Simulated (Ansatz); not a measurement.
Consider the ligand exchange at the Si–O bond: `CO[SiH](N)O[SiH3]` + `[OH][Al]([Cl])[Cl]` → `[SiH3][O][Al]([Cl])[Cl]` + `CO[SiH](N)O`.

Calculated with Ansatz (gas phase, PBE0-D4/def2-TZVP geometries, no zero-point term in ΔE). CCSD(T)/CBS adds triple-zeta CCSD(T) − MP2 to the extrapolated MP2 energy (def2 sets, frozen cores). DFT in def2-TZVPP. B3LYP here is the variant with VWN-RPA as its local correlation; programs differ in this. Each species was taken in one conformer, which may not be the lowest.

| level | ΔE (kcal/mol) |
| --- | --- |
| B3LYP-D4 | 0.1 |
| CCSD(T)/def2-TZVPP | -0.5 |
| HF/CBS(def2) | -1.9 |
| CCSD/CBS(def2) | -0.5 |

Task: What does CCSD(T)/CBS give? (Best estimate.)

Result: The calculation gave: -0.3 kcal/mol. The listed levels differ from it by 0.4, -0.2, -1.6, -0.2 kcal/mol.

Largest T1 diagnostic among the species: 0.011.

In def2-TZVPP, CCSD(T) changes the Hartree–Fock value by +1.4 kcal/mol (the triples alone add +0.2 kcal/mol) and MP2 by +1.5 kcal/mol. The D4 term adds +1.1 kcal/mol with B3LYP and +0.7 kcal/mol with PBE0; it sums over pairs of atoms, weighted by their polarisabilities, and B3LYP, whose exchange is more repulsive, gets the larger term.
